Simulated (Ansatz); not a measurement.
cobalt atom (Co), quartet; B3LYP/cc-pVTZ run with Ansatz (an electronic-structure program).

Ansatz was given this input:
Ansatz 0.2 input:
```yaml
crystal:
  periodic: [false, false, false]
  atoms:
    - {symbol: Co, position_ang: [0.00000000, 0.00000000, 0.00000000]}
basis:
  gaussian:
    orbitals: cc-pVTZ
    point_charges:
      - {charge: 1.0, position_ang: [-1.5465, -1.1230, 2.3124]}
hamiltonian:
  xc: b3lyp
magnetization: {spin_polarized: true, initial_magnetization: 3}
```

### Question
Predict the main parts of the log of this Ansatz run.

### Answer

```
Functional definition: B3LYP
563 factors; their error is unknown
mean field evaluation 1: about -37622.6175 eV, gradient 5.2e1 eV
mean field evaluation 2: about -37349.4114 eV, gradient 2.5e2 eV
mean field evaluation 4: about -37623.9637 eV, gradient 4.1e1 eV
mean field evaluation 8: about -37628.3129 eV, gradient 1.7e0 eV
mean field evaluation 16: about -37628.7947 eV, gradient 2.6e-1 eV
mean field evaluation 32: about -37628.8349 eV, gradient 3.3e0 eV
mean field -37628.90653746 eV, -1382.8368094629 hartree, gradient 6.5e-6 eV, S^2 3.760680; 6 other end points of the search recorded, 0 dependent functions left out
reference -37628.90671786 eV, -1382.8368160922 hartree; 15, 12 occupied and 53, 56 virtual orbitals, 563 factors
Total energy: -37628.90671786 eV, -1382.8368160922 hartree
```
